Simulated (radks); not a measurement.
Effect of the nuclear size on the germanium ion Ge+, [Ar] 3d10 4s2 4p1. Method: Dirac Kohn-Sham, LDA (Slater exchange, Perdew-Wang correlation), spin-unpolarised, spherical densities, finite nucleus; open shells are shared between the two j in proportion to 2j + 1; Fermi nuclear charge, rms radius 4.0742 fm; computed with a radial shooting solver on a logarithmic mesh with Libxc functionals. The rms radius is varied about that value; shifts are against it.

[
 {"rms radius (fm)": "3.3327", "total energy shift (eV)": "-0.112", "density at nucleus (e/bohr^3)": "3.197e+04", "1s1/2 shift (meV)": "-47.6", "2s1/2 shift (meV)": "-4.63", "3p1/2 shift (meV)": "0.074", "4s1/2 shift (meV)": "-0.050"},
 {"rms radius (fm)": "3.7523", "total energy shift (eV)": "-0.0512", "density at nucleus (e/bohr^3)": "3.173e+04", "1s1/2 shift (meV)": "-21.8", "2s1/2 shift (meV)": "-2.12", "3p1/2 shift (meV)": "0.034", "4s1/2 shift (meV)": "-0.023"},
 {"rms radius (fm)": "4.0742", "total energy shift (eV)": "0", "density at nucleus (e/bohr^3)": "3.156e+04", "1s1/2 shift (meV)": "0.000", "2s1/2 shift (meV)": "0.000", "3p1/2 shift (meV)": "0.000", "4s1/2 shift (meV)": "0.000"},
 {"rms radius (fm)": "4.3512", "total energy shift (eV)": "0.0473", "density at nucleus (e/bohr^3)": "3.143e+04", "1s1/2 shift (meV)": "20.1", "2s1/2 shift (meV)": "1.95", "3p1/2 shift (meV)": "-0.031", "4s1/2 shift (meV)": "0.021"},
 {"rms radius (fm)": "4.8116", "total energy shift (eV)": "0.132", "density at nucleus (e/bohr^3)": "3.123e+04", "1s1/2 shift (meV)": "56.2", "2s1/2 shift (meV)": "5.47", "3p1/2 shift (meV)": "-0.088", "4s1/2 shift (meV)": "0.059"}
]

Slopes of the eigenvalues against <r^2> in GHz/fm^2, as finite differences over the two radii next to the reference (eigenvalue slopes, not the field-shift constants of lines): 1s1/2 2090, 2s1/2 203, 3p1/2 -3.25, 4s1/2 2.18.
